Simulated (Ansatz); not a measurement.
`C[CH2][InH][F]` + H₂O → `C[CH2][InH][OH]` + H–F at 500 K and 1 bar (formal hydrolysis of the In–F bond).

Computed with Ansatz on PBE0-D4/def2-TZVP structures; ΔE is electronic, products minus reactants. CCSD(T)/CBS adds triple-zeta CCSD(T) − MP2 to the extrapolated MP2 energy (def2 sets, frozen cores). This one scheme is used for every species. Elements past krypton have def2 core potentials. For In outer-core shells are correlated without core-valence functions, which leaves a few kJ/mol of doubt a bond. One conformer a species, not always the lowest.

| species | CCSD(T)/CBS energy (Eh) | H − E (kJ/mol) | S (J/(mol·K)) |
| --- | --- | --- | --- |
| `C[CH2][InH][F]` | -369.34165 | 233.2 | 416.2 |
| H₂O | -76.37941 | 73.2 | 206.3 |
| `C[CH2][InH][OH]` | -345.30932 | 266.4 | 427.7 |
| H–F | -100.39570 | 39.4 | 188.7 |

H − E and S are ideal-gas, rigid-rotor, harmonic terms from PBE0-D4/def2-TZVP, for one conformer and one mirror image of each species. 1 Eh = 2625.50 kJ/mol, R = 8.31446 J/(mol·K).

By hand: ΔE, ΔH, ΔS and ΔG.

ΔE = (-345.30932) + (-100.39570) − (-369.34165) − (-76.37941) = 0.01604 Eh = 42.1 kJ/mol. Δ(H − E) = 266.4 + 39.4 − 233.2 − 73.2 = -0.6, so ΔH = 41.5 kJ/mol. ΔS = 427.7 + 188.7 − 416.2 − 206.3 = -6.1 J/(mol·K). ΔG = 41.5 − 500 × (-6.1)/1000 = 44.5 kJ/mol.

By hand: the equilibrium constant, and the temperature at which ΔG would vanish if ΔH and ΔS stayed fixed.

log₁₀ K = −ΔG/(RT ln 10) = -4.6. ΔH and −TΔS have one sign here, so there is no such temperature.

The number of gas molecules stays the same, so ΔS is small and ΔH decides. A doubt of 5 kJ/mol in ΔE shifts log₁₀ K by 0.5 here. Other conformers and mirror images would add mixing entropy, several J/(mol·K) or more a flexible species. Modes under 60 cm⁻¹, often nearly free rotors, make the harmonic entropy too high. These are equilibria of isolated gas molecules and say nothing of rates. Largest T1 diagnostic: 0.014 (customary marks: 0.02 for closed shells, 0.045 for open ones).

ΔS is within the doubt of such terms, so its sign, and with it that verdict, could turn.
